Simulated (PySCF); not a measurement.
## Spinor energies of Ir(2+) (iridium, charge +2)

Start: [Xe] 4f14 5d6 6s1; 5d3/2 filled at m_j = +3/2; 5d5/2 filled at m_j = -3/2, -1/2, +1/2, +3/2, +5/2; 6s1/2 filled at m_j = +1/2. Calculated with PySCF 2.14 in x2c-TZVPall-2c with one added diffuse shell each of s, p, d type (12s12p11d2f, 117 functions): generalised Hartree-Fock with the X2C-1e Hamiltonian and a Gaussian nucleus; spin-orbit coupling (SO) screened by Boettger's factors. This is a chosen level, not necessarily the ground level.

| spinor shell | electrons | ε, screened SO (eV) | weight of nominal j (screened SO) | rms radius, screened SO (bohr) |
| --- | --- | --- | --- | --- |
| 1s1/2 | 2 | -76529.2 | 1.000 | 0.0197 |
| 2s1/2 | 2 | -13549.7 | 1.000 | 0.0795 |
| 2p1/2 | 2 | -12958.1 | 1.000 | 0.0675 |
| 2p3/2 | 4 | -11324.8 | 1.000 | 0.0752 |
| 3s1/2 | 2 | -3250.8 | 1.000 | 0.203 |
| 3p1/2 | 2 | -2986.4 | 1.000 | 0.195 |
| 3p3/2 | 4 | -2623.2 | 1.000 | 0.210 |
| 3d3/2 | 4 | -2186.8 | 1.000 | 0.185 |
| 3d5/2 | 6 | -2108.7 | 1.000 | 0.189 |
| 4s1/2 | 2 | -745.05 | 1.000 | 0.450 |
| 4p1/2 | 2 | -632.36 | 1.000 | 0.456 |
| 4p3/2 | 4 | -545.26 | 1.000 | 0.490 |
| 4d3/2 | 4 | -360.24 | 0.999 | 0.507 |
| 4d5/2 | 6 | -343.31 | 0.999 | 0.519 |
| 5s1/2 | 2 | -136.37 | 1.000 | 1.05 |
| 4f5/2 | 6 | -105.38 | 0.986 | 0.586 |
| 4f7/2 | 8 | -102.08 | 0.989 | 0.586 |
| 5p1/2 | 2 | -99.769 | 0.953 | 1.15 |
| 5p3/2 | 4 | -82.853 | 0.978 | 1.23 |
| 5d5/2 | 5 | -34.889 | 0.482 | 1.68 |
| 5d3/2 | 1 | -30.874 | 0.637 | 1.70 |
| 6s1/2 | 1 | -26.227 | 0.985 | 2.75 |

```
   quantity   screened SO
E (hartree)  -17838.10106
        M_J           9/2
       ⟨J²⟩        24.765
       ⟨L²⟩         6.694
       ⟨S²⟩         8.465
```

Each row is a mean over spinors that exchange with the open shell spreads, by up to 8.694 eV (5p3/2).

Rows whose weight is well below 1 are mixtures of j = l ± 1/2: exchange outweighs spin-orbit coupling there, and the label is only the starting occupation.

Breit and QED terms are absent; they matter most for the inner s and p1/2 levels.

Densities and radii are taken from the X2C orbitals without a picture-change correction, which distorts them close to the nucleus.
